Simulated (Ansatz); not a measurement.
Input file for Ansatz (a program for electronic structure): R-PBE/def2-TZVPP on BFH2Se2 (SMILES FB([SeH])[SeH]), a point of a torsion scan.

Ansatz 0.2 input:
```yaml
crystal:
  periodic: [false, false, false]
  atoms:
    - {symbol: F, position_ang: [0.27778351, 2.06143018, 0.25731164]}
    - {symbol: B, position_ang: [0.11663664, 0.77694817, -0.00004567]}
    - {symbol: Se, position_ang: [-1.66005842, 0.15912552, -0.43077567]}
    - {symbol: Se, position_ang: [1.67219813, -0.34511439, 0.08144443]}
    - {symbol: H, position_ang: [-2.29278794, 1.44450453, -0.31661806]}
    - {symbol: H, position_ang: [1.00588022, -1.58069691, -0.25844363]}
basis:
  gaussian:
    orbitals: def2-TZVPP
hamiltonian:
  xc: {name: PBE}
scf: {lower_state_search: off}
```

Program output:

```
WARN ansatz: RAYON_NUM_THREADS=1 ignored (pool sized by the plan → 1); use --threads N
Functional definition: PBE
these checks for a lower state are left out or cut short: stability, starts, cluster_reference, orbital_swaps, neighbouring_geometries, increment
integrals: 0.11 GiB planned
1217 factors; their error is unknown
mean field: 0.73 GiB planned
mean field evaluation 1: about -134103.2967 eV, gradient 3.8e1 eV
mean field evaluation 2: about -134096.2276 eV, gradient 7.2e1 eV
mean field evaluation 4: about -134105.9634 eV, gradient 4.2e0 eV
mean field evaluation 8: about -134105.9463 eV, gradient 1.9e-1 eV
mean field evaluation 16: about -134105.9464 eV, gradient 1.1e-5 eV
mean field -134105.94636208 eV, -4928.3026285312 hartree, gradient 3.3e-6 eV, S^2 0.000000; 0 other end points of the search recorded, 0 dependent functions left out
reference -134105.94639770 eV, -4928.3026298401 hartree; 42, 42 occupied and 144, 144 virtual orbitals, 1217 factors
Total energy: -134105.94639770 eV, -4928.3026298401 hartree
Checks for a lower state left out: stability, starts, cluster_reference, orbital_swaps, neighbouring_geometries, increment
```

The run converged.

Cost: around 2.0 core-seconds (rough).
